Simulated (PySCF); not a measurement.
A compound of formula C24H36O9S3 has these computed shifts in ppm, with the number of atoms in brackets (GIAO KT3/pcSseg-1, gas phase, PySCF SCF with an in-house response code, fitting set def2-universal-JFIT, grid level 2, non-relativistic, geometry: GFN2-xTB; 13C, 1H against isolated TMS; 17O against isolated H2O; 33S against isolated CS2).

1H: 7.12 (1), 6.97 (2), 5.19 (1), 4.26 (2), 2.70 (2), 2.67 (4), 2.60 (4), 1.97 (2), 1.90 (2), 1.76 (4), 1.75 (1), 1.62 (2), 1.49 (4), 1.44 (2), 1.28 (2), 1.23 (1)
13C: 140.3 (2), 134.8 (1), 118.3 (1), 113.9 (2), 68.0 (1), 67.1 (2), 31.7 (2), 31.3 (1), 30.9 (2), 30.7 (4), 30.5 (2), 26.7 (4)
17O: 252.2 (4), 238.8 (2), 238.6 (2), 230.1 (1)
33S: 330.4 (1), 323.2 (2)

(1) Which structure gave them?

Answers

(1) O=S(=O)(Oc1cccc(OS(=O)(=O)C2CCCCC2)c1OS(=O)(=O)C1CCCCC1)C1CCCCC1. Other isomers were not compared.
